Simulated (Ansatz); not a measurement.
`S[SiH2][GaH2]` + HCl → `S[SiH2]Cl` + `[GaH3]`  (cleavage of the Si–Ga bond)

Isolated molecules relaxed with PBE0-D4/def2-TZVP in Ansatz; ΔE leaves out vibrations. CBS: MP2 limit from def2 TZ/QZ plus the TZ coupled-cluster correction, frozen cores. This one scheme is used for every species. Functionals use def2-TZVPP. For Ga outer-core shells are correlated without core-valence functions, which leaves a few kJ/mol of doubt a bond. Scalar relativity is left out up to krypton. One conformer a species, not always the lowest.

`S[SiH2][GaH2]`:

```xyz
8

S     0.661   -2.024   -0.205
Si    0.128   -0.289    0.975
Ga   -0.148    1.355   -0.750
H    -0.463   -2.014   -0.942
H    -1.048   -0.576    1.844
H     1.315   -0.101    1.851
H    -1.383    1.203   -1.715
H     0.938    2.446   -1.058
```

HCl:

Z-matrix (Å, degrees):
```
Cl
H 1 1.279
```

`S[SiH2]Cl`:

```xyz
6

S    -1.540    0.241    0.690
Si    0.236    0.025   -0.448
Cl    1.164   -1.782   -0.147
H    -0.896    0.341    1.865
H     1.224    1.069   -0.099
H    -0.188    0.106   -1.861
```

`[GaH3]`:

Cartesian coordinates in Å:
```
Ga -0.001 0.000 0.000
H 0.803 0.079 -1.345
H -0.827 1.238 0.494
H 0.024 -1.317 0.851
```

```
       level  ΔE (eV)
  r2SCAN0-D4    -0.85
CAM-B3LYP-D4    -0.88
        BLYP    -0.79
     r2SCANh    -0.84
```

Q: What does CCSD(T)/CBS give? (An estimate is asked.)

A: Ansatz gave: -0.81 eV. The listed levels differ from it by -0.04, -0.07, 0.02, -0.03 eV.

Largest T1 diagnostic among the species: 0.013.

At CCSD(T), def2-SVP lies +0.04 eV from the extrapolated value and def2-TZVPP +0.01 eV. In def2-TZVPP, CCSD(T) changes the Hartree–Fock value by +0.24 eV (the triples alone add +0.02 eV) and MP2 by +0.14 eV. From BLYP to BHLYP (50 % exact exchange), in def2-TZVPP and without D4, ΔE moves by −0.13 eV.
